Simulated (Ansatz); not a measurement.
```yaml
crystal:
  periodic: [true, true, true]
  atoms:
    - {symbol: C, position_ang: [-0.736860, 0.412440, -0.408761]}
    - {symbol: C, position_ang: [-0.022471, 0.626234, 0.717675]}
    - {symbol: Al, position_ang: [0.912946, -0.878048, 0.054796]}
    - {symbol: O, position_ang: [-0.335368, -0.645430, -1.187844]}
    - {symbol: H, position_ang: [-1.595273, 0.966472, -0.791079]}
    - {symbol: H, position_ang: [-0.213918, 1.413687, 1.427912]}
    - {symbol: H, position_ang: [2.052144, -1.963457, 0.141601]}
basis:
  gaussian: {orbitals: aug-pcseg-2}
hamiltonian: {xc: {name: rPW86-PBE}}
```

```sh
$ ansatz run in.yaml --threads 2 --pin off --events-out ev --progress --plain --max-ram 4352MiB
```

It prints (some lines left out):

```
Error: YAML parse error: error: line 2 column 3: crystal: missing field `lattice` (a structure is typed as `lattice` and `atoms`, a molecule's as `atoms` in Å alone, or read from a run's directory, `checkpoint`)
 --> <input>:2:3
1 | crystal:
2 |   periodic: [true, true, true]
3 |   atoms:
4 |     - {symbol: C, position_ang: [-0.736860, 0.412440, -0.408761]}
```

**Question.** Something in this input is off. What?

**Answer.** The molecule is marked periodic without a cell. The program refused the input.
